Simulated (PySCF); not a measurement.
C₅H₈Si.
InChI=1S/C5H8Si/c1-3-4-5(2)6/h1H,2,4H2,6H3

Method: TDDFT CAM-B3LYP/def2-SVPD, vertical, gas phase, core orbitals frozen in the response in PySCF 2.14.0, density-fitted response routines. Isolated species at its PBE0-D3(BJ)/def2-SVP geometry (one conformer only). Torsions of this conformer, `[CH:1]#[C:2][CH2:3][C:4](=[CH2:5])[SiH3:6]`: C2–C3–C4–C5 -130°.

| state | E (eV) | ν̃ (cm⁻¹) | f | \|μ\| (D) | main configurations (H = HOMO, L = LUMO) |
| --- | --- | --- | --- | --- | --- |
| S1 | 6.36 | 51320 | 0.0030 | 0.35 | H→L (15%), H-1→L (10%), H-1→L+6 (10%) |
| S2 | 6.55 | 52860 | 0.026 | 1.02 | H-1→L (33%), H→L (16%), H-3→L (10%) |
| S3 | 6.74 | 54390 | 0.0006 | 0.15 | H-1→L+3 (20%), H-1→L+5 (16%), H-1→L+9 (10%) |
| S4 | 6.88 | 55480 | 0.0090 | 0.59 | H-3→L (39%) |
| S5 | 7.02 | 56590 | 0.321 | 3.47 | H→L (55%), H-2→L (28%) |
| S6 | 7.33 | 59140 | 0.014 | 0.72 | H→L+1 (74%) |
| S7 | 7.41 | 59780 | 0.067 | 1.54 | H-1→L (32%), H-2→L (20%), H-3→L (8%) |
| S8 | 7.60 | 61300 | 0.036 | 1.11 | H-3→L (21%), H-2→L (20%), H-2→L+1 (11%) |
| S9 | 7.62 | 61440 | 0.015 | 0.72 | H-1→L+1 (52%), H-2→L+1 (12%), H-1→L+4 (8%) |
| S10 | 7.67 | 61840 | 0.0055 | 0.43 | H-2→L+1 (33%), H-2→L (11%), H-3→L (10%) |

Triplets (Tamm–Dancoff): T1 4.19 eV, H→L (58%), H-2→L (30%); T2 5.31 eV, H-1→L+5 (13%), H-1→L+6 (12%), H-1→L (9%); T3 5.79 eV, H-1→L (12%), H-1→L+6 (12%), H-1→L+5 (11%); T4 5.82 eV, H-1→L+3 (10%), H-1→L+2 (8%).

The lowest singlet comes at 195 nm (614 kJ/mol) in the vacuum ultraviolet; it is very weak; its leading configuration is HOMO→LUMO (15%). The strongest level in the table is S5 at 7.02 eV (177 nm, f = 0.321). Löwdin shares by element: HOMO carbon 75% or more (atoms not listed hold the other 25%); LUMO carbon 60% or more, silicon 8%, hydrogen 6% or more (atoms not listed hold the other 26%). Of the 10 states listed, 6 reach f = 0.01 and none stays under 0.0005. The listed states span 1.30 eV, and the widest gap between neighbours is 0.32 eV (S5 to S6). Weighted by f, the mean energy of these states is 7.12 eV. The vertical ionisation energy (ΔSCF) is 9.77 eV, 2.11 eV above S10. Only the lowest 10 singlets were computed, as vertical energies without vibronic structure.
